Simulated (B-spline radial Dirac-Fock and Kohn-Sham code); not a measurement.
Satellites and hypersatellites of the K lines of Ca⁸⁺

System: Ca⁸⁺ in the configuration [Ne] 3s2.

Calculated with a B-spline atomic structure program, using Dirac-Fock energy differences between relaxed states, corrected for Breit and QED terms. Each two-hole energy is an average over J within one jj subconfiguration, not an observable level; in light atoms, where LS coupling holds, the j-resolved values are not observed lines, and for a K spectator the Kα1 hypersatellite is nearly forbidden. Correlation and solid-state effects are left out.

Lines without a spectator: Kα2 (K-L2) 3700.5 eV, Kα1 (K-L3) 3704.2 eV. Shifts in eV with one spectator hole (a dash: not computed, or left out as unreliable):

| spectator hole | Kα2 | Kα1 |
| --- | --- | --- |
| K (1s) | +206.8 | +207.7 |
| L2 (2p1/2) | +18.95 | +23.06 |
| L3 (2p3/2) | +22.18 | +21.10 |

With n spectator holes in 2p, averaged over the 2p shell (energies in eV):

| n | KαLⁿ | step | hypersatellite KαʰLⁿ |
| --- | --- | --- | --- |
| 0 | 3703.0 | – | 3910.4 |
| 1 | 3724.7 | +21.8 | 3933.6 |
| 2 | 3747.9 | +23.2 | 3958.2 |
| 3 | 3772.6 | +24.7 | 3984.2 |
| 4 | 3798.7 | +26.1 | 4011.6 |
| 5 | 3826.2 | +27.5 | 4040.4 |
